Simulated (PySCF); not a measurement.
CLiN, SMILES [Li][N][C] (connectivity only; charge and spin as stated), neutral, multiplicity 1. Coordinates come from a PBE0-D3(BJ)/def2-TZVPD optimisation.

The numbers are results of PBE0-D3(BJ)/def2-TZVPD (PySCF 2.14.0), not measurements.

Harmonic wavenumbers (cm⁻¹): 120, 120, 726, 2171. Rotational constants (GHz): 13.34 (linear); symmetry number 1.

Problem. Work out the zero-point energy and the ideal-gas rigid-rotor harmonic-oscillator thermochemistry at 298.15 K and 1 atm.

Solution. ZPE = ½ Σ hcν = ½ × 3136 cm⁻¹ = 18.76 kJ/mol. H − E(el) = 31.37 kJ/mol. Entropy in J/(mol K): translation 152.34, rotation 59.39, vibration 27.16, total 238.89. G − E(el) = -39.86 kJ/mol. Cp = 48.57 J/(mol K). Modes under 150 cm⁻¹ make the vibrational entropy uncertain.
